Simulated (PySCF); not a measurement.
# Radial density of Pr³⁺ (praseodymium, charge +3)

MN15, [Xe] 4f2, one real determinant. All numbers are calculated (PySCF 2.14, the spin-free X2C one-electron Hamiltonian (Gaussian nucleus), in x2c-TZVPPall with one added diffuse shell each of s, p, d, f type (12s8p8d5f2g, 129 functions)).

| r (bohr) | 4πr²ρ (e/bohr) | 4πr²(ρα − ρβ) |
| --- | --- | --- |
| 0.0274 | 69.19 | 0.0004 |
| 0.0461 | 79.19 | 0.0003 |
| 0.0776 | 101.9 | -0.0023 |
| 0.131 | 75.39 | 0.0074 |
| 0.220 | 88.11 | 0.1803 |
| 0.369 | 36.73 | 0.9300 |
| 0.621 | 37.90 | 1.8927 |
| 1.04 | 12.97 | 1.4497 |
| 1.76 | 6.100 | 0.4031 |
| 2.96 | 0.4656 | 0.0205 |
| 4.97 | 0.001560 | 0.0002 |

Densities and radii are taken from the X2C orbitals without a picture-change correction, which distorts them close to the nucleus.

⟨L²⟩ = 24.01 against 30 for a pure H term, so this real determinant mixes terms. Spin-orbit coupling, absent here, splits the open shell strongly.

(1) Where is the radial spin density 4πr²(ρα − ρβ) most negative, and why is it negative at all?

Results:

(1) Around r = 0.0776 bohr, down to -0.0023 e/bohr: exchange with the open shell polarises the paired shells in an unrestricted calculation.
